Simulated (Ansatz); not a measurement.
Correlation energies of `F[Si](S)Cl` radical by basis set

Cartesian coordinates in Å:
```
F 1.344 1.118 0.217
Si 0.292 0.373 -0.722
S -1.605 0.299 0.234
Cl 1.079 -1.487 -1.063
H -1.110 -0.304 1.334
```

The species carries charge 0 and has multiplicity 2. The structure was optimised at the PBE0-D4/def2-TZVP level. It is one conformer, not always the lowest. Frozen core, unrestricted reference, Ansatz. CBS rows extrapolate triple and quadruple zeta; past MP2 they add the triple-zeta difference.

| basis | HF (Eh) | MP2 corr. |
| --- | --- | --- |
| def2-SVP | -1245.63941 | -0.51927 |
| def2-TZVPP | -1246.17966 | -0.70565 |
| def2-QZVPP | -1246.21779 | -0.77443 |

(1) Estimate the CCSD correlation energy and the (T) correction in each basis where they were run (hartree).

Answers

(1) 
```tsv
basis	CCSD corr.	(T)
def2-SVP	-0.55358	-0.01236
def2-TZVPP	-0.74299	-0.02983
CBS(def2)	-0.86271	as TZ
```
